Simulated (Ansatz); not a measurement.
H5OPSSi2 (`[SiH3][SiH]1OPS1`) at its PBE0-D4/def2-TZVP geometry, where that method's forces vanish. Total charge 0; spin multiplicity 1.

```xyz
10

Si   -1.3777   -0.7471    0.5815
Si    0.7367   -0.5393   -0.4065
O     0.7640    0.6505   -1.5872
P     1.5441    1.8770   -0.7809
S     2.1314    0.5383    0.8138
H    -1.2569   -1.6554    1.7534
H    -2.3634   -1.3164   -0.3764
H    -1.8421    0.5887    1.0373
H     1.2614   -1.8292   -0.9242
H     0.4026    2.4328   -0.1110
```

Problem. What forces (eV/Å) does PBE-D4/def2-TZVPP give on these atoms in the Gaussian-basis code of Ansatz? (Best estimate.)

Solution. Ansatz gave: 
```
Si1  0.061  0.012 -0.044
Si2 -0.126 -0.275  0.258
O3  -0.294 -0.074 -0.724
P4   0.393  0.475 -0.041
S5   0.283 -0.066  0.408
H6   0.008 -0.093  0.120
H7  -0.112 -0.061 -0.091
H8  -0.050  0.133  0.049
H9   0.061 -0.163 -0.064
H10 -0.224  0.111  0.129
```
